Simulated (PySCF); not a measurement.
# Reading the logs of faulty runs: BGeH5Si

These are calculations, not measurements. The program is PySCF 2.14.0, an open-source quantum chemistry code, run on an isolated molecule that a program drew, which may never have been made. The molecule is BGeH5Si (charge 0, singlet), drawn as the SMILES string `B[Si][GeH3]`.

Each row is a Hartree-Fock (HF) and frozen-core CCSD(T) single point in the cc-pV(D+d)Z basis, meant for a local HF minimum. Run 1 is clean. Each other run has one planted mistake out of seven kinds, and not every kind appears here: one electron removed, one electron added, multiplicity raised by two, geometry at a saddle point, minimal basis STO-3G, one bond length entered in bohr, all coordinates scaled. The reference is restricted for singlets and unrestricted otherwise, and also for a bond in bohr. Adding or removing an electron swaps singlet and doublet. Electrons count all cores. HOMO and LUMO are orbital energies over both spins, the gradient is its largest component, and the lowest frequency (negative if imaginary) is given only where the gradient is small. Bond lengths are over the 7 bonds as drawn. T1 is the CCSD diagnostic: over 0.02 (restricted) or 0.045 (unrestricted) a single reference is doubtful. Germanium has the cc-pVDZ-PP basis, with a core potential (ECP10MDF) in place of its 10 inner electrons, and its 3s, 3p and 3d shells are frozen in CCSD(T).

Geometry of the clean run:
```xyz
8
BGeH5Si, angstrom
B     1.1303    2.1510   -0.0141
Si    0.1906    2.1245   -1.7584
Ge   -0.8649    0.0209   -0.9926
H     2.1962    1.6094    0.1275
H     0.6440    2.6850    0.9490
H    -2.3851    0.2320   -1.0023
H    -0.4728   -0.4894    0.4028
H    -0.5129   -1.0761   -2.0066
```

```
run,electrons,basis functions,<S^2>,HOMO (eV),LUMO (eV),gradient (hartree/bohr),lowest frequency (cm^-1),mean bond (Å),longest bond (Å),T1,HF (hartree),CCSD(T) (hartree),mistake
1,56,85,0.000,-8.81,0.31,3.0e-05,57,1.6387,2.475,0.0182,-609.81967,-610.15412,no fault
2,56,85,0.000,-8.82,0.11,2.9e-02,-,1.7435,2.633,0.0183,-609.79968,-610.13745,all coordinates scaled
3,56,85,1.002,-9.21,0.30,1.6e-02,-,1.7917,2.475,0.0728,-609.71229,-610.04082,one bond length entered in bohr
4,56,85,2.025,-8.03,-0.23,2.2e-02,-,1.6387,2.475,0.0228,-609.79192,-610.10552,multiplicity raised by two
5,57,85,0.768,-1.48,6.73,2.4e-02,-,1.6387,2.475,0.0217,-609.84017,-610.18725,one electron added
6,55,85,0.769,-15.58,-6.75,2.9e-02,-,1.6387,2.475,0.0240,-609.53487,-609.83784,?
```

**Which mistake was planted in run 6, and what did it cost?**

It counts 55 electrons, one fewer than the clean run, at the same geometry and basis. So the mistake is: one electron removed. Subtracting run 1 and multiplying by 627.51 kcal/mol a hartree, the energy moved by 178.7 kcal/mol in HF and 198.5 kcal/mol in CCSD(T).

Cautions from the logs. Run 3: T1 is over the limit, so its CCSD(T) energy is less reliable.
